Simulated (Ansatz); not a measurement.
Relaxation of B$_{2}$H$_{4}$O$_{2}$S (9 atoms, charge 0, multiplicity 1), to a largest force component of 0.015 eV/Å in at most 40 steps.

Computed with RKS r2SCANh/STO-3G in Ansatz.

```xyz
9
Properties=species:S:1:pos:R:3:forces:R:3
O -0.211 1.227 1.197 1.68 0.75 -2.87
B 0.551 0.489 0.256 1.57 1.09 2.41
O 1.960 0.365 0.467 -1.18 -0.16 -0.22
B -0.070 -0.216 -1.070 -3.62 0.09 -1.62
S -1.992 -0.069 -1.388 1.70 -1.69 1.08
H -0.557 0.636 1.868 -1.12 -1.48 2.22
H 2.115 -0.444 1.049 0.24 0.26 0.34
H 0.560 -0.834 -1.823 0.26 -0.28 -0.41
H -2.267 -1.200 -0.574 0.47 1.42 -0.92
```

Q: Where does it end, and by what steps?

A: The forces met the threshold. Limits of this set-up: minimal basis. After 15 steps the energy has fallen by 3.757 eV; H9 moved furthest, 0.99 Å.

| step | energy less start (eV) | largest force component (eV/Å) | accepted |
| --- | --- | --- | --- |
| 0 | 0.0000 | 3.625 | yes |
| 1 | -0.5840 | 1.979 | yes |
| 2 | -0.9824 | 2.504 | yes |
| 3 | -1.6629 | 3.966 | yes |
| 4 | -2.4309 | 2.911 | yes |
| 5 | -2.8792 | 1.749 | yes |
| 6 | -3.0057 | 0.823 | yes |
| 7 | -3.2050 | 0.941 | yes |
| 8 | -3.3289 | 2.457 | yes |
| 9 | -3.5535 | 2.565 | yes |
| 10 | -3.7031 | 1.728 | yes |
| 11 | -3.7501 | 0.373 | yes |
| 12 | -3.7553 | 0.191 | yes |
| 13 | -3.7572 | 0.085 | yes |
| 14 | -3.7573 | 0.058 | yes |
| 15 | -3.7575 | 0.010 | yes |

```xyz
9
Properties=species:S:1:pos:R:3
O -0.009 0.582 1.431
B 0.611 0.121 0.280
O 1.980 0.011 0.379
B -0.130 -0.303 -1.156
S -1.840 -0.590 -1.340
H -1.005 0.629 1.263
H 2.227 0.300 1.322
H 0.479 -0.435 -2.145
H -2.225 -0.361 -0.052
```

Whether the end is a true minimum wasn't checked by a vibrational analysis.

Time of the run: 45 s on 1 thread of Arm Neoverse V2, on a shared host, peak memory 0.14 GiB.
